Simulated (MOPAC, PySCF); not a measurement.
C5H8, SMILES `C#CC(C)C`, neutral singlet in the gas phase. 

Cartesian coordinates (Å):
SMILES: C#CC(C)C
```xyz
13

C      1.6535     0.2912    -1.8736
C      1.0210     0.2161    -0.8561
C      0.2301     0.1162     0.3687
C     -0.2171    -1.3323     0.6168
C     -0.9692     1.0752     0.3276
H      2.2149     0.3589    -2.7726
H      0.8760     0.4179     1.2008
H     -0.8672    -1.6737    -0.1904
H     -0.7697    -1.3987     1.5557
H      0.6395    -2.0040     0.6699
H     -1.5254     1.0206     1.2651
H     -1.6425     0.8082    -0.4885
H     -0.6438     2.1044     0.1764
```
Charge 0, spin multiplicity 1.

All levels are single points at this geometry (B3LYP-D3(BJ)/def2-TZVP); Pople sets use spherical d functions. Orbital energies aren't observables, and empty levels follow the basis.

```
level                            HOMO (eV)  LUMO (eV)  gap (eV)  dipole (D)  vertical IE, Delta-SCF (eV)
-------------------------------  ---------  ---------  --------  ----------  ---------------------------
B3LYP-D3(BJ)/def2-TZVP in PySCF      -7.43       0.62      8.05        0.78                            –
PBE-D3(BJ)/def2-TZVP in PySCF        -6.44       0.03      6.47        0.81                            –
B3LYP/3-21G in PySCF                 -7.18       1.82      9.00        0.67                            –
B3LYP/6-311+G** in PySCF             -7.45      -0.01      7.45        0.79                            –
B3LYP/6-31G* in PySCF                -7.03       1.64      8.67        0.63                         9.73
M06-2X/6-31G* in PySCF               -8.63       2.80     11.42        0.60                            –
PBE/6-31G* in PySCF                  -6.03       0.82      6.85        0.67                         9.56
HF/3-21G in PySCF                   -10.31       6.08     16.39        0.67                            –
HF/6-31G* in PySCF                  -10.18       5.75     15.92        0.59                         8.71
HF/STO-3G in PySCF                   -8.70      10.86     19.56        0.54                            –
PM3 in MOPAC                        -10.81       1.88     12.69        0.35                            –
PM6 in MOPAC                        -10.65       1.86     12.51        0.93                            –
PM7 in MOPAC                        -10.70       1.75     12.45        0.90                            –
```
